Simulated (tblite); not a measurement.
As4, charge +1, doublet, geometry from GFN2-xTB (a state made from the parent by changing its charge; the spin is typed, not shown lowest); GFN1-xTB in tblite 0.6.0.

The tblite input:
```
$ tblite run mol.xyz --method gfn1 --charge 1 --spin 1 --json tblite.json --no-restart

# file mol.xyz
4

As    -0.91408271     0.11757606    -1.17441154
As     0.56448145     1.36964334     0.18453076
As     0.91952912    -1.12533990    -0.34159932
As    -0.56992786    -0.36187950     1.33148010
```

Q: Predict the main parts of the log of this tblite run.

A: 
```
xTB calculator
 | screened Coulomb repulsion
 | Coulomb electrostatics
 |  * isotropic Klopman-Ohno-Mataga-Nishimoto electrostatics
 |  * onsite third-order electrostatics
 | DFT-D3(BJ) dispersion correction

halogen bonding energy    0.0000000000000E+00 Eh
repulsion energy          1.0961979201188E-02 Eh
dispersion energy        -2.6301132231416E-03 Eh
number of electrons       1.9000000000000E+01 e
integral cutoff           3.1748705921966E+01 bohr

------------------------------------------------------------
  cycle        total energy    energy error   density error
------------------------------------------------------------
      1     -8.978279602048  -8.9866115E+00   6.1898348E-02
      2     -8.978279635131  -3.3083319E-08   3.7089596E-02
      3     -8.978279653544  -1.8412361E-08   6.1359958E-05
      4     -8.978279653541   2.9221070E-12   3.6277043E-05
      5     -8.978279652750   7.9125329E-10   1.3415312E-05
------------------------------------------------------------

electronic energy        -8.9866115187276E+00 Eh
total energy             -8.9782796527496E+00 Eh

Post processing:
 | Mayer-Wiberg bond orders

[Info] JSON dump of results written to 'tblite.json'
```
